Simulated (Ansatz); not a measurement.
`[CH3][Al-]([OH2+])([Cl])[Cl]` at its PBE0-D4/def2-TZVP geometry, where that method's forces vanish. The species carries charge 0 and has multiplicity 1.

```xyz
10

C    -0.7135    1.4415   -0.1971
Al    0.4950   -0.0592   -0.3623
O    -0.0998   -1.4892    0.8694
Cl    0.3829   -1.2799   -2.1136
Cl    2.4508    0.0991    0.4859
H    -0.7197    1.8423    0.8202
H    -1.7377    1.1635   -0.4605
H    -0.4145    2.2540   -0.8653
H    -0.2710   -2.2856    0.3468
H     0.6275   -1.6864    1.4766
```

Q: What forces (eV/Å) does ωB97M-V/def2-TZVPP give on these atoms in Ansatz? (An estimate is asked.)

A: Ansatz gave: 
```
C1  -0.004  0.006  0.000
Al2 -0.056  0.121 -0.020
O3   0.025 -0.049  0.006
Cl4 -0.005 -0.029 -0.033
Cl5  0.039  0.000  0.021
H6  -0.005 -0.022 -0.069
H7   0.066  0.025  0.020
H8  -0.027 -0.047  0.046
H9   0.008  0.013  0.044
H10 -0.040 -0.019 -0.016
```
